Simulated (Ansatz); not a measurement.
Gas-phase electronic energies from Ansatz, PBE0-D4/def2-TZVP geometries. CCSD(T)/CBS adds triple-zeta CCSD(T) − MP2 to the extrapolated MP2 energy (def2 sets, frozen cores). DFT in def2-TZVPP. For Ge, Se outer-core shells are correlated without core-valence functions, which leaves a few kJ/mol of doubt a bond. Scalar relativity is left out up to krypton. Each species was taken in one conformer, which may not be the lowest.

`Cl[B](Cl)[GeH3]` + H₂Se → `ClB(Cl)[SeH]` + GeH₄  (cleavage of the B–Ge bond)

(1) Is it downhill or uphill in electronic energy at CCSD(T)/CBS, and by how much? (Estimate.)

(2) What do these levels give: B97M-V, PBE0-D4, CAM-B3LYP-D4, r2SCANh, CCSD/def2-TZVPP, CCSD(T)/def2-TZVPP? (Estimate.)

Largest T1 diagnostic among the species: 0.013.

Answers

(1) Computed: Downhill: ΔE = -68.8 kJ/mol.

(2) Ansatz gave: B97M-V -76.4, PBE0-D4 -70.6, CAM-B3LYP-D4 -68.8, r2SCANh -73.1, CCSD/def2-TZVPP -67.6, CCSD(T)/def2-TZVPP -69.0 kJ/mol.

Leaving LDA and LC-ωPBE aside and taking each functional with its dispersion term where it has one, the values, not all of them listed here, spread over 7.9 kJ/mol, from B97M-V to ωB97X-V. LDA lies −3.3 kJ/mol from PBE without D4. At CCSD(T), def2-SVP lies −6.9 kJ/mol from the extrapolated value and def2-TZVPP −0.2 kJ/mol.
